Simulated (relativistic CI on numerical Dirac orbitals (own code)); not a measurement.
# Hyperfine structure of Os V, mass number 189

Method of calculation: Dirac-Coulomb-Breit CI, KLI orbitals optimised for each configuration, QED by a radiative potential, valence Slater integrals scaled by 0.85, P86 correlation energy added to each configuration (own radial code, finite nucleus).

Configurations in the expansion (outside the closed core [Kr] 4d10 4f14 5s2): 5p6 5d4, 5p6 5d3 6s, 5p6 5d3 6p, 5p6 5d3 5f, 5p6 5d3 5g, 5p6 5d2 6s 6p, 5p6 5d3 7s, 5p6 5d3 6d, 5p5 5d5, 5p6 5d3 7p, 5p6 5d3 7d, 5p6 5d3 6f, 5p6 5d2 6s2, 5p6 5d 6s2 6p, 5p6 5d 5f 6s2, 5p6 5d 5g 6s2, 5p6 5d 6s2 7s, 5p6 5d 6s2 6d, 5p6 5d2 6p2, 5p6 5d 6s 6p2, 5p6 5d 6p3, 5p6 5d 5f 6p2, 5p6 5d 5g 6p2, 5p6 5d 6p2 7s, 5p6 5d 6p2 6d. Double excitations out of closed p, d and f shells are left out; levels of such configurations are missing from the list, as are those of other unlisted configurations, and high levels can miss mixing partners.

Nuclear spin I = 3/2, μ = 0.6576 μN, Q = 0.86 b (tables of Stone and Pyykkö). The electronic factors are computed for point nuclear moments, without core polarisation; leaving it out makes A of s and p electrons in near-neutral atoms 20 to 40 % too small, and it can dominate for d and f shells.

```
       Level  E (cm⁻¹)  A (MHz)  B (MHz)
5p6 5d4 5D_1    3711.8   -19.23      407
5p6 5d4 5D_2    7151.6    134.7      353
5p6 5d4 5D_3    9958.4      256     -237
5p6 5d4 5D_4   12000.5    365.6    -1250
5p6 5d4 3H_4   19636.8    505.8      283
5p6 5d4 3G_3   23320.4    521.2      183
5p6 5d4 3P_1   23699.2    337.8    -65.4
5p6 5d4 3F_2   23831.7    504.7      433
```

Levels with J = 0, under 50 % of one LS term, or S terms without an open s electron are left out. Small factors come from cancelling terms and can be off by tens of per cent or more.

At this charge configurations can still be misplaced by up to about 7 % of their energy. Levels and lines within the n = 5 or 6 shells can be off by up to 10 % or somewhat more, and those that change n by about 2 %, since core polarisation is missing. 30 of the 56 excited levels that our extract of the measured tables holds in this range could be paired (the sources list more); they are missed by 2507 cm⁻¹ on average and 4758 at most, and levels without a partner can miss by more. Some levels of the ground configuration have no partner and can miss by 10 % or more.

Task: Give the hyperfine levels of 5p6 5d4 5D_3 relative to its centre of gravity.

Result: With K = F(F + 1) − I(I + 1) − J(J + 1), E = AK/2 + B[¾K(K + 1) − I(I + 1)J(J + 1)]/[2I(2I − 1)J(2J − 1)]: F = 3/2: -1678, F = 5/2: -860.6, F = 7/2: 118.3, F = 9/2: 1093 MHz.

LS names give the leading component of a level, which can be under half, so a name can repeat, a term be missing and a line seem to break the LS rules.
